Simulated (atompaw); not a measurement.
**Plane-wave convergence, PAW (atompaw) potential for fluorine**

F, PAW, made with atompaw 4.2.0.5 (PBE, scalar-relativistic). Core [He], reference 2s2 2p5. Waves: 2s (bound): rc 1.55 bohr; 2s channel at -1.7 Ry: rc 0.80 bohr; 2p (bound): rc 1.55 bohr; 2p channel at -0.05 Ry: rc 1.55 bohr. Local part: bessel scheme, radius 1.40 bohr. Core correction: smooth core density matched at 1.05 bohr. Augmentation charge: gaussian compensation charge, radius 1.40 bohr; PAW radius 1.55 bohr; waves and projectors: custom rrkj vanderbiltortho.

The pseudo-atom Hamiltonian at the reference potential is diagonalised in spherical Bessel functions j_l(qr) that vanish at 20 bohr, with q² up to the cutoff. All-electron valence levels (Ry): 2s -2.1976, 2p -0.8167.

Problem. How do the lowest levels (Ry) of each channel move with the cutoff, and are there ghosts?

Solution.

```
cutoff (Ry)     s #1     s #2     p #1    d #1    f #1    f #2  Σ f·Δε (mRy)
          8  -2.0940  -0.0053  -0.2660  0.0804  0.1210  0.2651        2960.7
         10  -2.1433  -0.0069  -0.4124  0.0804  0.1210  0.2651        2130.0
         15  -2.1859  -0.0087  -0.6948  0.0804  0.1210  0.2651         632.8
         18  -2.1950  -0.0095  -0.7537  0.0804  0.1210  0.2651         320.1
         21  -2.1968  -0.0099  -0.7878  0.0804  0.1210  0.2651         145.8
         30  -2.1974  -0.0101  -0.8156  0.0804  0.1210  0.2651           5.9
         35  -2.1974  -0.0101  -0.8163  0.0804  0.1210  0.2651           2.1
         40  -2.1975  -0.0101  -0.8164  0.0804  0.1210  0.2651           1.9
         45  -2.1976  -0.0102  -0.8164  0.0804  0.1210  0.2651           1.4
         55  -2.1976  -0.0102  -0.8166  0.0804  0.1210  0.2651           0.4
         60  -2.1976  -0.0102  -0.8167  0.0804  0.1210  0.2651           0.2
        400  -2.1976  -0.0103  -0.8167  0.0804  0.1210  0.2651           0.0
```

Result: no extra level below or beside the all-electron valence levels (s, p, d, f tested); 10 mRy is reached at 30 Ry and 1 mRy at 50 Ry.
